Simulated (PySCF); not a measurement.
A structure optimised at PBE-D3(BJ)/def2-SVP, used in a PySCF frequency run:

```xyz
11

C      0.1491    -3.3210     0.0000
C      0.0667    -2.0978     0.0000
C     -0.0427    -0.6775     0.0000
C     -1.2933     0.0430     0.0000
C     -1.1193     1.4088     0.0000
S      0.5598     1.8418     0.0000
C      1.0503     0.1898     0.0000
H      0.2243    -4.3990     0.0000
H     -2.2723    -0.4534     0.0000
H     -1.8865     2.1923     0.0000
H      2.1125    -0.0804     0.0000
```
Charge 0, spin multiplicity 1.

Write its SMILES, formula and point group.

C#Cc1ccsc1, C6H4S, Cs

What are its rotational constants (standard atomic weights)?

7.0168, 1.4504, 1.2019 GHz
